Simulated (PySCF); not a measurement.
Electron correlation in Tc³⁺ (technetium, charge +3)

[Kr] 4d4, high-spin 5D determinant. Calculation: PySCF 2.14, in x2c-TZVPPall with one added diffuse shell each of s, p, d, f type (9s7p7d3f1g, 95 functions); scalar relativity by spin-free X2C-1e. Frozen: [Ar] 3d10; 12 electrons correlated.

```
  level  correlation energy (mhartree)
   CCSD                        -314.44
    (T)                          -6.08
CCSD(T)                        -320.52
```

Diagnostics: T1 = 0.0027, D1 = 0.0065, largest double amplitude 0.025.

Is a single reference adequate?

Yes, within this model without spin-orbit coupling: T1 lies below 0.03 and no double amplitude reaches 0.07.

This basis was not built for core-valence correlation, so the inner-shell part is incomplete.
